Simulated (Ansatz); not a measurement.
Interaction energy ladder

The pair of Li⁺ (SMILES [Li+], atom 1) and GeH₄ (SMILES [GeH4], atoms 2–6), both closed shells, in one local arrangement (a lower one may exist), relaxed at PBE0-D4/def2-TZVP:

```
6
angstrom
Li 0.4278 0.1150 -2.6722
Ge -0.1026 -0.0276 0.6360
H 0.1602 0.0433 -0.9343
H 1.2512 0.3233 1.2415
H -0.5457 -1.4681 0.8626
H -1.1908 1.0143 0.8665
```

Computed with Ansatz 0.2.0 (basis: def2-TZVPPD, with def2-QZVPPD for the basis limit); correlated methods freeze the cores. Filled d shells of the heavier atoms are correlated. The outer core shell of Li, Na, Mg and K is correlated. The def2 sets are not built for correlating such inner shells, so the correlated values are less sure here. B3LYP uses VWN-RPA correlation. Extrapolation: Hartree–Fock as exp(−7.88 √X), correlation as X^−2.97. Interaction energies count from these two fragments, frozen as in the pair, with the counterpoise correction; negative means bound.

(1) What is the interaction energy by CCSD(T) at an estimated basis limit (MP2 extrapolated from triple and quadruple zeta, plus CCSD(T) − MP2 in triple zeta)? (To be estimated.)

(2) Which atoms make the shortest contact between the fragments?

T1 diagnostic: at most 0.012.

## Answers

(1) Computed: -15.80 kcal/mol. Hartree–Fock alone gives -16.84 kcal/mol at the basis limit. It counts from the two fragments frozen as in the pair.

The same quantity by other methods in triple zeta, and each one's difference from that estimate:
```json
{"method": "PBE-D4", "E_int (kcal/mol)": "-17.46", "difference": "-1.66"}
{"method": "revPBE-D4", "E_int (kcal/mol)": "-17.18", "difference": "-1.38"}
{"method": "BLYP-D4", "E_int (kcal/mol)": "-18.22", "difference": "-2.42"}
{"method": "r2SCAN-D4", "E_int (kcal/mol)": "-15.35", "difference": "0.45"}
{"method": "B97M-V", "E_int (kcal/mol)": "-17.64", "difference": "-1.84"}
{"method": "PBE0-D4", "E_int (kcal/mol)": "-17.14", "difference": "-1.34"}
{"method": "B3LYP-D4", "E_int (kcal/mol)": "-18.04", "difference": "-2.23"}
{"method": "HSE06-D4", "E_int (kcal/mol)": "-17.16", "difference": "-1.36"}
{"method": "wB97X-V", "E_int (kcal/mol)": "-16.73", "difference": "-0.93"}
{"method": "wB97M-V", "E_int (kcal/mol)": "-16.83", "difference": "-1.03"}
{"method": "B2PLYP", "E_int (kcal/mol)": "-17.22", "difference": "-1.42"}
{"method": "HF", "E_int (kcal/mol)": "-16.68", "difference": "-0.88"}
{"method": "MP2", "E_int (kcal/mol)": "-15.92", "difference": "-0.12"}
{"method": "CCSD", "E_int (kcal/mol)": "-16.02", "difference": "-0.22"}
{"method": "CCSD(T)", "E_int (kcal/mol)": "-15.90", "difference": "-0.10"}
```
Differences are method less estimate.

(2) Li1 and H3, 1.76 Å apart.

Energy to bend the free fragments (PBE0-D4 minima) into their shapes in the pair, CCSD(T)/def2-TZVPPD: GeH₄ 2.51 kcal/mol. This must be added to the interaction energy to get the binding energy from relaxed fragments.

Basis-set superposition shift (counterpoise-corrected less uncorrected): CCSD(T) 0.43; MP2 0.44; HF 0.09; PBE0-D4 0.09; wB97M-V 0.12 kcal/mol.

For scale, one of the runs: CCSD(T)/def2-TZVPPD, 144 basis functions, launched by `ansatz run in.yaml --threads 2 --pin off --events-out ev --progress --plain --max-ram 5222MiB`. The run took 9.5 s on 2 CPU threads of an Arm Neoverse V2 (shared host), with 0.84 GiB of host memory at its peak.
